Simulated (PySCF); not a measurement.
# Spinor energies of Os⁻ (osmium, charge -1)

Start: [Xe] 4f14 5d7 6s2; 5d3/2 filled at m_j = -3/2, -1/2, +1/2, +3/2; 5d5/2 filled at m_j = +1/2, +3/2, +5/2. Calculated with PySCF 2.14 in x2c-TZVPall-2c with one added diffuse shell each of s, p, d type (12s12p11d2f, 117 functions): generalised Hartree-Fock with the X2C-1e Hamiltonian and a Gaussian nucleus; one run each with spin-orbit coupling (SO) switched off, then screened by Boettger's factors.

```csv
spinor shell,electrons,"ε, spin-free (eV)","ε, screened SO (eV)",weight of nominal j (screened SO),"rms radius, screened SO (bohr)"
1s1/2,2,-74271.4,-74246.4,1.000,0.0201
2s1/2,2,-13074.6,-13066.6,1.000,0.0809
2p1/2,2,-11390.3,-12487.5,1.000,0.0687
2p3/2,4,-11390.3,-10950.6,1.000,0.0764
3s1/2,2,-3101.3,-3098.6,1.000,0.207
3p1/2,2,-2598.5,-2840.2,1.000,0.198
3p3/2,4,-2598.5,-2499.6,1.000,0.214
3d3/2,4,-2029.4,-2072.0,1.000,0.188
3d5/2,6,-2029.4,-1998.6,1.000,0.193
4s1/2,2,-682.28,-681.30,1.000,0.459
4p1/2,2,-514.46,-571.74,1.000,0.466
4p3/2,4,-514.46,-490.67,1.000,0.499
4d3/2,4,-301.72,-310.61,1.000,0.519
4d5/2,6,-301.72,-294.90,1.000,0.531
5s1/2,2,-99.930,-99.675,1.000,1.09
5p1/2,2,-54.425,-64.480,0.817,1.12
4f5/2,6,-63.141,-64.320,0.940,0.658
5p3/2,4,-54.425,-50.034,0.992,1.30
5d3/2,4,-4.198,-4.591,0.711,2.05
5d5/2,3,-4.198,-3.647,0.638,2.43
6s1/2,2,-1.376,-1.461,0.790,4.84
```

Q: Where does 4f7/2 lie, and what is the 4f spin-orbit splitting (screened SO)?

A: At -61.370 eV, 2.950 eV above 4f5/2.

```
   quantity     spin-free   screened SO
E (hartree)  -17241.00462  -17263.72398
        M_J           9/2           9/2
       ⟨J²⟩        24.971        24.970
       ⟨L²⟩        12.007        12.735
       ⟨S²⟩         3.964         3.889
```

Each row is a mean over spinors that exchange with the open shell spreads, by up to 6.344 eV (5p3/2).

Rows whose weight is well below 1 are mixtures of j = l ± 1/2: exchange outweighs spin-orbit coupling there, and the label is only the starting occupation.

⟨J²⟩ departs a little from M_J(M_J + 1) because the unrestricted spinors polarise the closed shells.

Breit and QED terms are absent; they matter most for the inner s and p1/2 levels.

Densities and radii are taken from the X2C orbitals without a picture-change correction, which distorts them close to the nucleus.

Without spin-orbit coupling the j labels of p, d and f shells carry no meaning; the spin-free column gives the mean over the occupied spinors of each nl shell, and its ⟨J²⟩ belongs to a mixture of degenerate components.
